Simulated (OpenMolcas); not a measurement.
**A ladder of methods for GaCNCl2 (SMILES N#[C][Ga]([Cl])[Cl])**

GaCNCl2 has 5 atoms, charge 0, and is taken as a singlet. SMILES: `N#[C][Ga]([Cl])[Cl]`. The coordinates come from a PBE0-D4/def2-TZVP relaxation.

Quantity: the vertical ionisation energy (to the doublet cation), in eV. The values are calculated.

```
         level             kind     program  value (eV)  CPU time (all runs)
    HF/cc-pVDZ     Hartree–Fock  OpenMolcas       12.06                 78 s
 SVWN5/cc-pVDZ              LDA  OpenMolcas       11.41              1.9 min
  BLYP/cc-pVDZ              GGA  OpenMolcas       11.05              2.6 min
   PBE/cc-pVDZ              GGA  OpenMolcas       11.25                3 min
r2SCAN/cc-pVDZ         meta-GGA  OpenMolcas       11.63              5.8 min
 B3LYP/cc-pVDZ    global hybrid  OpenMolcas       11.72              2.1 min
M06-2X/cc-pVDZ  hybrid meta-GGA  OpenMolcas       12.31              2.4 min
  PBE0/cc-pVDZ    global hybrid  OpenMolcas       11.89              2.1 min
```

All-electron rows without a relativistic Hamiltonian named are non-relativistic. The values span 11.05 to 12.31 eV. CPU times are rough (shared hosts, several kinds of processor and program).
